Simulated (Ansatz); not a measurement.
C2H15GeNSi3 (`C[SiH](C)[N]([GeH3])[SiH2][SiH3]`) at its PBE0-D4/def2-TZVP geometry, where that method's forces vanish. Charge 0, multiplicity 1.

```xyz
22

C    -0.9681    2.2481   -1.4982
Si   -0.2418    0.5517   -1.2093
C     1.6004    0.5709   -1.5111
N    -0.5803    0.0064    0.4081
Ge   -2.3460   -0.3194    0.8708
Si    0.6098   -0.3126    1.6208
Si    1.6030   -2.4265    1.3910
H    -0.7872    2.5769   -2.5255
H    -2.0491    2.2536   -1.3355
H    -0.5215    2.9815   -0.8213
H    -0.8818   -0.3936   -2.1725
H     2.0522   -0.4114   -1.3536
H     1.7905    0.8590   -2.5489
H     2.1110    1.2903   -0.8664
H    -2.4465   -1.7103    1.5210
H    -2.8330    0.7517    1.8626
H    -3.1705   -0.2646   -0.4254
H     1.6699    0.7349    1.6321
H    -0.0713   -0.2736    2.9495
H     0.5595   -3.4882    1.4371
H     2.5821   -2.6806    2.4849
H     2.3186   -2.5443    0.0897
```

**Question.** What forces (eV/Å) does r2SCAN-D4/def2-TZVPP give on these atoms in the Gaussian-basis code of Ansatz? (An estimate is asked.)

**Answer.** Computed: 
```
C1  -0.001 -0.013 -0.008
Si2 -0.010 -0.001 -0.075
C3  -0.007 -0.002  0.000
N4   0.004  0.019 -0.015
Ge5 -0.139 -0.025  0.026
Si6  0.035 -0.010  0.070
Si7  0.026 -0.030  0.008
H8  -0.010  0.009  0.020
H9   0.020  0.017 -0.004
H10 -0.013  0.000 -0.015
H11  0.011  0.013  0.006
H12  0.004  0.031 -0.005
H13  0.010 -0.004  0.019
H14  0.002 -0.014 -0.022
H15  0.005  0.061 -0.026
H16  0.022 -0.043 -0.039
H17  0.040 -0.003  0.061
H18 -0.013 -0.009  0.009
H19  0.017  0.004 -0.013
H20  0.023  0.015 -0.002
H21 -0.015 -0.004 -0.022
H22 -0.012 -0.009  0.029
```
